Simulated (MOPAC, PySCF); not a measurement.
C4H6BN, SMILES `BCC(=C)C#N`, neutral singlet in the gas phase. 

Cartesian coordinates (Å):
```xyz
12

B      1.7085     0.3402     0.7899
C      0.7849    -0.2268    -0.3294
C     -0.6956    -0.0455    -0.1601
C     -1.5725    -1.0366    -0.0626
C     -1.1580     1.3125    -0.0837
N     -1.4900     2.4083    -0.0379
H      1.2994     1.0884     1.6189
H      2.8604     0.0389     0.7850
H      1.1219     0.3102    -1.2310
H      1.0148    -1.2750    -0.5342
H     -2.6265    -0.8482     0.0806
H     -1.2473    -2.0664    -0.1233
```
Charge 0, multiplicity 1.

All levels are single points at this geometry (CAM-B3LYP-D3(BJ)/def2-TZVP); Pople sets use spherical d functions. Orbital energies aren't observables, and empty levels follow the basis.

```tsv
level	HOMO (eV)	LUMO (eV)	gap (eV)	dipole (D)	vertical IE, Delta-SCF (eV)
CAM-B3LYP-D3(BJ)/def2-TZVP in PySCF	-9.29	-0.68	8.60	4.13	10.13
TPSSh-D3(BJ)/def2-TZVP in PySCF	-7.32	-2.16	5.16	4.06	9.83
B3LYP/6-311+G** in PySCF	-7.79	-2.05	5.75	4.12	–
B3LYP/6-31G* in PySCF	-7.46	-1.59	5.87	3.91	9.78
M06-2X/6-31G* in PySCF	-8.92	-0.41	8.50	3.89	–
HF/3-21G in PySCF	-10.22	2.37	12.59	4.05	–
HF/STO-3G in PySCF	-8.65	6.47	15.12	3.23	–
AM1 in MOPAC	-10.39	0.19	10.58	3.00	–
PM6 in MOPAC	-10.55	-0.29	10.26	3.56	–
```
